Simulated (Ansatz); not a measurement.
Br3In (SMILES [Br][In]([Br])[Br]), singlet, geometry from GFN2-xTB (such geometries of metal compounds can be far from the true shape) (all electrons, no relativity).

Ansatz (a quantum-chemistry and plane-wave program) was given this input:
Ansatz 0.2 input:
```yaml
crystal:
  periodic: [false, false, false]
  atoms:
    - {symbol: In, position_ang: [-0.00000000, -0.00000000, -0.00000000]}
    - {symbol: Br, position_ang: [-1.98881671, -1.48844692, -0.19430253]}
    - {symbol: Br, position_ang: [0.00646487, 2.22371074, -1.12413895]}
    - {symbol: Br, position_ang: [1.98235183, -0.73526381, 1.31844148]}
basis:
  gaussian:
    orbitals: STO-3G
hamiltonian:
  xc: b3lyp
```

Question: What does this run give for the total energy, number of basis functions?

Answer: 
```json
{
 "total_energy": "-13323.0304 Eh",
 "number_of_basis_functions": "81"
}
```
